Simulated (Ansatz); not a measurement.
C₂H₈BNS at its PBE0-D4/def2-TZVP geometry, where that method's forces vanish. Total charge 0; spin multiplicity 1. The bonds changed during the relaxation, so this is another structure than the one it started from.

```xyz
13

B     1.1027   -0.8399    0.2465
C     0.0789    0.2913   -0.1491
C    -0.8912    0.1597   -1.2643
N     0.0469    1.4101    0.5269
S    -0.1747   -1.9595    1.1787
H     1.9883   -0.4272    0.9633
H     1.4648   -1.4739   -0.7156
H    -0.3816    0.4928   -2.1759
H    -1.1657   -0.8837   -1.4009
H    -1.7936    0.7637   -1.1336
H     0.7354    1.5615    1.2491
H    -0.6689    2.1103    0.3979
H    -0.3412   -1.2051    2.2770
```

(1) What forces (eV/Å) does PBE-D4/def2-TZVPP give on these atoms in Ansatz 0.2.0? (Estimate.)

## Answers

(1) Computed: 
```
B1   0.050  0.097 -0.031
C2   0.088 -0.614 -0.162
C3   0.013  0.010  0.006
N4   0.023  0.316  0.156
S5  -0.064 -0.242 -0.159
H6   0.097  0.025  0.072
H7   0.043 -0.083 -0.083
H8   0.072  0.063 -0.206
H9  -0.066 -0.203 -0.048
H10 -0.199  0.121  0.006
H11  0.245  0.079  0.258
H12 -0.265  0.277 -0.025
H13 -0.037  0.155  0.216
```
